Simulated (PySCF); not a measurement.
Two-component Hartree-Fock for Zr²⁺ (zirconium, charge +2)

Start: [Kr] 4d2; 4d3/2 filled at m_j = +1/2, +3/2. Calculated with PySCF 2.14 in x2c-TZVPPall-2c (8s9p7d2f1g, 93 functions): generalised Hartree-Fock with the X2C-1e Hamiltonian and a Gaussian nucleus; one run each with spin-orbit coupling (SO) switched off, then screened by Boettger's factors.

```csv
spinor shell,electrons,"ε, spin-free (eV)","ε, screened SO (eV)",weight of nominal j (screened SO),"rms radius, screened SO (bohr)"
1s1/2,2,-18112.5,-18111.6,1.000,0.0426
2s1/2,2,-2594.0,-2593.7,1.000,0.176
2p1/2,2,-2308.6,-2367.9,1.000,0.154
2p3/2,4,-2308.6,-2280.6,1.000,0.158
3s1/2,2,-468.35,-468.25,1.000,0.488
3p1/2,2,-372.70,-382.53,1.000,0.489
3p3/2,4,-372.70,-367.97,1.000,0.499
3d3/2,4,-215.52,-217.19,0.993,0.493
3d5/2,6,-215.52,-214.28,0.995,0.497
4s1/2,2,-82.325,-82.280,1.000,1.30
4p1/2,2,-54.980,-57.894,0.768,1.46
4p3/2,4,-54.980,-53.503,0.884,1.47
4d3/2,2,-22.873,-22.902,0.784,2.16
```

| quantity | spin-free | screened SO |
| --- | --- | --- |
| E (hartree) | -3595.36219 | -3595.71200 |
| M_J | 2 | 2 |
| ⟨J²⟩ | 8.010 | 7.393 |
| ⟨L²⟩ | 12.008 | 11.947 |
| ⟨S²⟩ | 2.002 | 1.984 |

The determinant has a definite M_J but mixes levels of different J.

Each row is a mean over spinors that exchange with the open shell spreads, by up to 2.801 eV (4p1/2).

Rows whose weight is well below 1 are mixtures of j = l ± 1/2: exchange outweighs spin-orbit coupling there, and the label is only the starting occupation.

Breit and QED terms are absent; they matter most for the inner s and p1/2 levels.

Densities and radii are taken from the X2C orbitals without a picture-change correction, which distorts them close to the nucleus.

Without spin-orbit coupling the j labels of p, d and f shells carry no meaning; the spin-free column gives the mean over the occupied spinors of each nl shell, and its ⟨J²⟩ belongs to a mixture of degenerate components.
